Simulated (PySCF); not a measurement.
A calculated (M06-2X, PySCF 2.14, x2c-TZVPall, scalar relativity by spin-free X2C-1e) atom or ion has these occupied shells.

| shell | electrons | orbital energy (eV) | rms radius, mean of both spins (bohr) |
| --- | --- | --- | --- |
| 1s α | 1 | -7081.9 | 0.0675 |
| 1s β | 1 | -7081.8 | 0.0675 |
| 2s α | 1 | -849.06 | 0.289 |
| 2s β | 1 | -846.44 | 0.289 |
| 2p α | 3 | -725.14 | 0.260 |
| 2p β | 3 | -722.87 | 0.260 |
| 3s α | 1 | -106.09 | 0.872 |
| 3s β | 1 | -100.81 | 0.872 |
| 3p α | 3 | -70.593 | 0.935 |
| 3p β | 3 | -63.937 | 0.935 |
| 3d α | 5 | -13.930 | 1.26 |
| 3d β | 1 | -9.493 | 1.26 |
| 4s α | 1 | -6.389 | 3.38 |
| 4s β | 1 | -6.292 | 3.38 |

Question: Name the element and its charge.

Answer: Fe (iron, neutral), in [Ar] 3d6 4s2, high-spin 5D determinant.
